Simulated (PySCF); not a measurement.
**Rotational lines of CsLi**

Lines J+1 ← J of the vibrational ground state, computed from RHF-CCSD(T) constants of CsLi, ¹Σ⁺ (singlet), closed shell (PySCF, scalar-relativistic core potentials, basis sets Cs def2-SVP with ECP46, Li def2-SVP; masses 132.9054 and 7.0160 u), in MHz:

| J | ν (MHz) |
| --- | --- |
| 0 | 10512.7 |
| 1 | 21024.9 |
| 2 | 31536.1 |
| 3 | 42045.6 |
| 4 | 52553.0 |

**Question.** Find B0 and the effective bond length r0; with αe = 0.00125 cm⁻¹, find Re.

**Answer.** ν = 2B0(J+1) − 4D(J+1)³ gives B0 = 0.17534 cm⁻¹. With the reduced mass μred = 6.6642 u, r0 = √(16.8576/(μred·B0)) (u, cm⁻¹, Å) = 3.7983 Å. Be = B0 + αe/2 = 0.17596 cm⁻¹ gives Re = 3.791 Å.

Correlated steps freeze no core orbitals. Correlated levels converge slowly with the basis: in double zeta they bind strong bonds too weakly, by up to about 1 eV, and carry superposition errors of some tenths. Spin–orbit coupling is left out. Where the molecule has an RHF reference, its open-shell atoms are computed with UHF.
